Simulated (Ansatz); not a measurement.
Basis-set extrapolation for `FB1S[SiH]1F` (PBE0-D4/def2-TZVP geometry, frozen core, the Gaussian-basis code of Ansatz). Multiplicity 1, RHF reference.

```json
{"": "HF", "def2-TZVPP": "-910.864000", "def2-QZVPP": "-910.894143"}
{"": "MP2 correlation", "def2-TZVPP": "-0.871484", "def2-QZVPP": "-0.951051"}
{"": "CCSD(T) correlation", "def2-TZVPP": "-0.930932", "def2-QZVPP": "not run"}
```

Energies in hartree. Use E(X) = E(∞) + A·exp(−7.88·√X) for Hartree–Fock and E(X) = E(∞) + B·X^(−2.97) for correlation, with X = 3 and 4, and add CCSD(T) minus MP2 of the smaller set to the MP2 limit.

What is the CCSD(T) energy at the basis-set limit?

HF limit: -910.894143 + (-0.030143) × 0.13774 = -910.89829. MP2 limit: -0.951051 + (-0.079567) × 0.74074 = -1.00999. Higher-order term: -0.930932 − (-0.871484) = -0.05945. Total: -911.96773 hartree, 453.7 kJ/mol below CCSD(T)/def2-TZVPP.
